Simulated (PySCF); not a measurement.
Computed shifts of a molecule C2H9FSi2, PBE/pcSseg-1 in PySCF, GIAO, gas phase, atoms alike by connectivity averaged where their shifts nearly agree, in ppm (number of nuclei): ¹³C: 16.4 (1), 5.8 (1). ²⁹Si: 13.9 (1), -67.4 (1). ¹⁹F: -292.5 (1). ¹H: 6.14 (2), 4.20 (1), 3.93 (1), 1.54 (3), 1.34 (1), 1.13 (1). References: ¹³C against TMS (σ = 182.0 ppm); ²⁹Si against TMS (σ = 335.4 ppm); ¹⁹F against CFCl3 (σ = 133.6 ppm); ¹H against TMS (σ = 31.49 ppm), references at their B3LYP-D3(BJ)/def2-TZVP geometries, non-relativistic. The structure is a stationary point at PBE0-D3(BJ)/def2-SVP. Other conformers were not sampled.

Q: Identify the compound among the candidates.
(A) CC[Si@H](F)[SiH3]
(B) CC[SiH2][SiH2]F
(C) C[Si@@H](F)C[SiH3]
(D) C[SiH2][Si@H](C)F

A: B, CC[SiH2][SiH2]F
